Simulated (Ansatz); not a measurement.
Calculated with Ansatz (gas phase, PBE0-D4/def2-TZVP geometries, no zero-point term in ΔE). CCSD(T)/CBS is the MP2 limit (def2-TZVPP, def2-QZVPP) plus CCSD(T) − MP2 in def2-TZVPP, frozen cores. DFT in def2-TZVPP. B3LYP here is the variant with VWN-RPA as its local correlation; programs differ in this. Elements past krypton have def2 core potentials. For In outer-core shells are correlated without core-valence functions, which leaves a few kJ/mol of doubt a bond. Each species was taken in one conformer, which may not be the lowest.

Consider the redistribution: `C[O][In]([SH])[O]C` + `[SiH3]O[SiH2]S` → `C[O][In]([SH])[SH]` + `CO[SiH2]O[SiH3]`.

`C[O][In]([SH])[O]C`:

Cartesian coordinates in Å:
```
C 1.653 -0.447 2.202
O 0.417 0.228 2.218
In -0.656 0.422 0.582
S -2.791 1.432 0.546
O 0.230 -0.270 -1.050
C -0.372 -0.191 -2.314
H 1.522 -1.535 2.256
H 2.225 -0.134 3.082
H 2.257 -0.228 1.313
H -2.906 1.254 -0.783
H 0.327 -0.591 -3.056
H -0.610 0.840 -2.612
H -1.297 -0.781 -2.382
```

`[SiH3]O[SiH2]S`:

Cartesian coordinates in Å:
```
Si 0.926 1.327 0.641
O -0.291 0.229 0.756
Si -0.796 -1.174 0.096
S -0.202 -1.385 -1.941
H 0.802 2.250 1.794
H 0.807 2.091 -0.626
H 2.246 0.646 0.683
H -0.164 -2.326 0.781
H -2.270 -1.206 0.214
H -1.056 -0.453 -2.398
```

`C[O][In]([SH])[SH]`:

Cartesian coordinates in Å:
```
C -0.487 1.293 0.944
O -0.107 0.926 -0.355
In 0.384 -0.939 -0.811
S 0.985 -1.293 -3.066
S 0.316 -2.575 0.904
H -1.385 0.762 1.293
H -0.720 2.363 0.948
H 0.309 1.129 1.684
H 0.787 0.005 -3.359
H -0.082 -1.671 1.817
```

`CO[SiH2]O[SiH3]`:

```xyz
13

C    -0.974    1.458    1.302
O    -0.204    1.553    0.124
Si   -0.372    0.556   -1.157
O     0.073   -0.975   -0.809
Si    1.300   -1.912   -0.264
H    -0.880    2.397    1.851
H    -2.034    1.290    1.079
H    -0.617    0.643    1.940
H     0.503    1.115   -2.209
H    -1.797    0.485   -1.565
H     1.021   -3.316   -0.652
H     2.591   -1.477   -0.857
H     1.389   -1.818    1.217
```

```csv
level,ΔE (kJ/mol),difference from CCSD(T)/CBS
PBE-D4,-106.4,9.6
r2SCAN-D4,-115.8,0.2
PBE0-D4,-116.4,-0.4
r2SCANh-D4,-119.1,-3.1
PBE-QIDH,-121.0,-5.0
PBE,-106.7,9.3
r2SCAN,-115.7,0.3
B3LYP,-120.0,-4.0
r2SCAN0,-123.4,-7.4
CAM-B3LYP,-122.9,-6.9
RPA@PBE/def2-TZVPP,-115.1,0.9
HF/def2-TZVPP,-137.6,-21.6
SCS-MP2/def2-TZVPP,-120.2,-4.2
CCSD/def2-TZVPP,-122.4,-6.4
CCSD(T)/def2-TZVPP,-118.9,-2.9
HF/CBS(def2),-137.7,-21.7
CCSD(T)/CBS,-116.0,0
```

Largest T1 diagnostic among the species: 0.016.

At CCSD(T), def2-SVP lies +3.4 kJ/mol from the extrapolated value and def2-TZVPP −2.9 kJ/mol. In def2-TZVPP, CCSD(T) changes the Hartree–Fock value by +18.7 kJ/mol (the triples alone add +3.5 kJ/mol) and MP2 by +17.3 kJ/mol. Leaving LDA and LC-ωPBE aside and taking each functional with its dispersion term where it has one, the values, not all of them listed here, spread over 25.8 kJ/mol, from BHLYP-D4 to revPBE-D4. LDA lies −9.2 kJ/mol from PBE without D4.
